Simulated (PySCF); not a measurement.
Electronic structure of P²⁺ (phosphorus, charge +2) at the UHF level

Configuration: [Ne] 3s2 3p1, 2P determinant. Calculation: PySCF 2.14, in aug-cc-pVDZ-DK; the spin-free X2C one-electron Hamiltonian (Gaussian nucleus).

* Total energy: -340.455290 hartree
* One-electron energy: -460.1401 hartree
* Hartree (Coulomb) energy: 141.7931 hartree
* Exchange energy: -22.1083 hartree
* ⟨S²⟩: 0.7609
* ⟨L²⟩: 2.033
* Sum of ⟨r⟩: 9.656 bohr
* Sum of ⟨r²⟩: 14.16 bohr²
* Traceless quadrupole moment −½Σ⟨3z² − r²⟩ along its main axis: -1.88 e·bohr²
* Langevin diamagnetic susceptibility: -11.2 ×10⁻⁶ cm³/mol
* Time after the integrals: 0.05 s of wall time on 1 thread of Neoverse-V2 (shared host)

| shell | electrons | mean orbital energy (eV) | spread (eV) | rms radius, mean of both spins (bohr) |
| --- | --- | --- | --- | --- |
| 1s α | 1 | -2207.4 | 0 | 0.120 |
| 1s β | 1 | -2207.1 | 0 | 0.120 |
| 2s α | 1 | -229.75 | 0 | 0.559 |
| 2s β | 1 | -229.47 | 0 | 0.559 |
| 2p α | 3 | -171.33 | 0.463 | 0.539 |
| 2p β | 3 | -170.84 | 0.645 | 0.539 |
| 3s α | 1 | -40.166 | 0 | 1.89 |
| 3s β | 1 | -37.173 | 0 | 1.89 |
| 3p α | 1 | -29.915 | 0 | 2.14 |

Densities and radii are taken from the X2C orbitals without a picture-change correction, which distorts them close to the nucleus.
